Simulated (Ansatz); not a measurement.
Energy profile

The step: C₂H₃F (C=CF) + H → C₂H₄F ([CH3][CH][F]); bonds formed: C1–H4 (atoms numbered as in the saddle structure below).

C1  (0.185, -0.364, 0.430)
C2  (-0.005, -0.084, -0.851)
F3  (0.844, 0.678, -1.540)
H4  (-0.738, 1.235, 1.525)
H5  (-0.512, -1.018, 0.935)
H6  (1.079, -0.047, 0.949)
H7  (-0.853, -0.400, -1.449)
(Å)

Electronic energies by CCSD(T) at an estimated basis limit (MP2 extrapolated from triple and quadruple zeta, plus CCSD(T) − MP2 in triple zeta), on PBE0-D4/def2-TZVP structures; C2H4F, doublet; no counterpoise correction; spin–orbit coupling, which lowers free halogen atoms and radicals such as OH and SH, is left out. Computed with Ansatz 0.2.0 (basis: def2-TZVPP and def2-QZVPP); correlated methods freeze the cores; orbitals are unrestricted. Extrapolation: Hartree–Fock as exp(−7.88 √X), correlation as X^−2.97.

**Question.** Give the profile in eV, counted from the separated reactants. (Judge from chemistry; the value comes from the calculation.)

**Answer.** By the calculation:
```tsv
point	eV
separated: C2H3F (linked as [CH2][CH][F]; C1, C2, F3, H5, H6, H7; singlet) + H (H4; doublet)	0.000
start structure	-0.006
saddle	0.088
end structure	-1.783
```

The T1 diagnostic stays at or below 0.029. ⟨S²⟩ of the unrestricted Hartree–Fock references: 0.75 to 0.89 (a pure state has 0.75). The unrestricted reference is spin-contaminated, which hurts MP2 most.

For scale, one of the runs: CCSD(T)/def2-TZVPP, 149 basis functions, launched by `ansatz run in.yaml --threads 2 --pin off --events-out ev --progress --plain --max-ram 4352MiB`. Hardware: 2 CPU threads of an Arm Neoverse V2, shared host. Wall time 70 s; peak host memory 2.4 GiB.
